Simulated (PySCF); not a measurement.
Computed shifts of a molecule C2H7ClSi3, PySCF with PBE/pcSseg-1, GIAO, gas phase, atoms alike by connectivity averaged where their shifts nearly agree, in ppm (number of nuclei): ¹³C: 162.6 (1), 162.0 (1). ²⁹Si: 10.4 (1), -64.0 (1), -99.9 (1). ¹H: 7.24 (2), 6.55 (1), 5.43 (1), 5.23 (1), 4.25 (2). References: ¹³C against TMS (σ = 182.0 ppm); ²⁹Si against TMS (σ = 335.4 ppm); ³⁵Cl against HCl (σ = 936.5 ppm); ¹H against TMS (σ = 31.49 ppm), references at their B3LYP-D3(BJ)/def2-TZVP geometries, non-relativistic (without spin–orbit terms, shifts of atoms bonded to Cl or Br come out too high). Geometry: PBE0-D3(BJ)/def2-SVP. A frequency run showed that this geometry is not a minimum. Other conformers were not sampled.

**Question.** Identify the compound among the candidates.
A) C=C1[SiH2][SiH2][Si@H]1Cl
B) C#C[SiH2][Si@H]([SiH3])Cl
C) Cl[SiH]1[SiH2]C=C[SiH2]1
D) Cl[Si@@H]1C=C[SiH2][SiH2]1

**Answer.** A, C=C1[SiH2][SiH2][Si@H]1Cl
